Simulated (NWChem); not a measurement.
Molecule: SiOF3, doublet; SMILES [O][Si](F)(F)F

Program: NWChem. Spin-unrestricted. The radical's symmetric form is orbitally degenerate, so geometry and low modes hang on which distorted state is reached. No stability test was run on the SCF state. The level has its own optimisation; frequencies are unscaled.

Problem. Estimate the computed values for PBE-D3(BJ)/def2-SVP. Quantities: r O–Si (Å); r F–Si (Å); highest harmonic frequency (cm⁻¹); lowest (cm⁻¹); zero-point energy (kcal/mol); dipole (D).

Solution. 
| Property | Result |
|---|---|
| r O–Si (Å) | 1.674 |
| r F–Si (Å) | 1.608 |
| highest harmonic frequency (cm⁻¹) | 990 |
| lowest (cm⁻¹) | 120 |
| zero-point energy (kcal/mol) | 7.1 |
| dipole (D) | 0.17 |
